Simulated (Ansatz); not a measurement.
Program: Ansatz. Geometries: PBE0-D4/def2-TZVP. ΔE: electronic, gas phase. CBS: MP2 limit from def2 TZ/QZ plus the TZ coupled-cluster correction, frozen cores. Functionals use def2-TZVPP. Each species was taken in one conformer, which may not be the lowest.

Reaction (isomerisation): `O[Si@]1(F)O[C@@H]1Cl` → `O[Si@]1(Cl)O[C@@H]1F`

CCSD(T)/CBS gives +14.0 kcal/mol.

(1) Another level gave +10.3 kcal/mol. Which?
A. B2PLYP/def2-TZVPP
B. MP2/def2-TZVPP
C. r2SCAN-D4/def2-TZVPP
D. revPBE/def2-TZVPP

Largest T1 diagnostic among the species: 0.013.

Results:

(1) D. revPBE 10.3, r2SCAN-D4 11.9, B2PLYP 13.2, MP2/def2-TZVPP 14.5 kcal/mol.

Leaving LDA and LC-ωPBE aside and taking each functional with its dispersion term where it has one, the values, not all of them listed here, spread over 2.6 kcal/mol, from PBE-D4 to B2PLYP. From BLYP to BHLYP (50 % exact exchange), in def2-TZVPP and without D4, ΔE moves by +0.8 kcal/mol.

CCSD(T)/CBS has its own doubt, a few kJ/mol and more with outer-core shells, so smaller differences from it don't rank the levels.
